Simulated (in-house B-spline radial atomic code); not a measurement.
# OLYP excitations of the phosphorus ion P³⁺

Method: OLYP. Computed with a B-spline radial code for spherical atoms: linear response of the closed shell [Ne] 3s2 with the functional's adiabatic kernel; scalar-relativistic (spin-free one-electron X2C), finite nucleus, no spin-orbit coupling, no double excitations, S, P, D and F terms only.

Command:
```bash
python run_td.py task.json out
```
Settings (radii: box in bohr, nucleus in fm):
```
Z                        15
electrons                12
configuration            [Ne] 3s2
hamiltonian              x2c
method                   optx,lyp
box_radius               23.08
rms_radius               3.1889
intervals                73
```

Cost of the run: 0.4 s on 1 thread of Intel(R) Xeon(R) Platinum 8488C (Sapphire Rapids), with other jobs on the host.

The lowest states, in the order of their Tamm-Dancoff energies; the method's threshold (minus the highest occupied level) is 45.38 eV. Labels give the largest channel, * marks a mixed state, and oscillator strengths are full-response dipole values. Semilocal kernels can invert the small singlet-triplet splittings of Rydberg terms. Energies in eV:

| state | full response | Tamm-Dancoff | oscillator strength |
| --- | --- | --- | --- |
| 3s → 3p 3P | ? | ? | - |
| 3s → 3p 1P | 12.718 | 13.168 | 1.47 |
| 3s → 3d 3D | 21.039 | 21.248 | - |
| 3s → 3d 1D | 23.274 | 23.300 | - |
| 3s → 4s 3S | 26.879 | 26.906 | - |
| 3s → 4s 1S | 27.830 | 27.876 | - |
| 3s → 4p 3P | 30.01 | 30.04 | - |
| 3s → 4p 1P | 30.41 | 30.44 | 0.0574 |
| 3s → 4d 3D | ? | ? | - |
| 3s → 4d 1D | 34.58 | 34.59 | - |
| 3s → 4f 3F | 35.53 | 35.56 | - |
| 3s → 4f 1F | 35.65 | 35.66 | - |
| 3s → 5s 3S | 36.25 | 36.26 | - |
| 3s → 5s 1S | 36.55 | 36.56 | - |
| 3s → 5p 3P | 37.47 | 37.48 | - |
| 3s → 5p 1P | 37.60 | 37.60 | 0.0234 |

Problem. Where does 3s → 4d 3D lie?

Solution. At 34.31 eV in full response, 34.34 eV in Tamm-Dancoff.

Problem. Where does 3s → 3p 3P lie?

Solution. At 7.022 eV in full response, 7.572 eV in Tamm-Dancoff.

Problem. How large is the singlet-triplet splitting of 3s → 3p (P terms) in Tamm-Dancoff?

Solution. 5.6 eV, from the unrounded values.

Problem. What polarisabilities and dispersion coefficient does the method give?

Solution. Dipole 6.975 bohr³, quadrupole 14.48 bohr⁵, C6 17.93 hartree·bohr⁶ for two such species.
